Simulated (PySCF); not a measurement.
B3LYP has the VWN-RPA correlation part, as in Gaussian. 

## C3H6Si, SMILES `C1=C[SiH2]C1` (charge 0, multiplicity 1)

Level of theory: PySCF with B3LYP-D3(BJ)/def2-TZVP.

```
Item                                    Value
-------------  ------------------------------
HOMO                                 -7.44 eV
dipole moment                          0.58 D
HOMO–LUMO gap                         7.09 eV
LUMO                                 -0.35 eV
total energy                     -407.4643 Ha
cost           around 50 core-seconds (rough)
```

Bonded distances (Å): C1–C2 1.344, C1–C4 1.524, C1–H5 1.089, C2–Si3 1.858, C2–H6 1.081, Si3–C4 1.906, Si3–H7 1.485, Si3–H8 1.485, C4–H9 1.092, C4–H10 1.092. Angles (°): C2–C1–C4 108.8, C2–C1–H5 127.1, C4–C1–H5 124.2, C1–C2–Si3 90.8, C1–C2–H6 126.7, Si3–C2–H6 142.5, C2–Si3–C4 76.6, C2–Si3–H7 118.0, C2–Si3–H8 118.0, C4–Si3–H7 117.2, C4–Si3–H8 117.2, H7–Si3–H8 107.7, C1–C4–Si3 83.8, C1–C4–H9 114.1, C1–C4–H10 114.0, Si3–C4–H9 117.5, Si3–C4–H10 117.5, H9–C4–H10 108.3.
